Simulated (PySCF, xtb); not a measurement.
CuI2, SMILES [I][Cu+][I] (connectivity only; charge and spin as stated), charge +1, multiplicity 3.

Harmonic wavenumbers (cm⁻¹) from GFN2-xTB (xtb) at its own minimum, in rising order: 50, 50, 83, 257.

### Question
What does B3LYP-D3(BJ)/def2-SVP (PySCF) give at its own minimum? (An estimate is asked for; the answer gives what the named calculation found.)

### Answer
39, 39, 122, 269. Paired by order, the mean absolute difference is 18 cm⁻¹ and the zero-point energies are 0.6 and 0.7 kcal/mol.
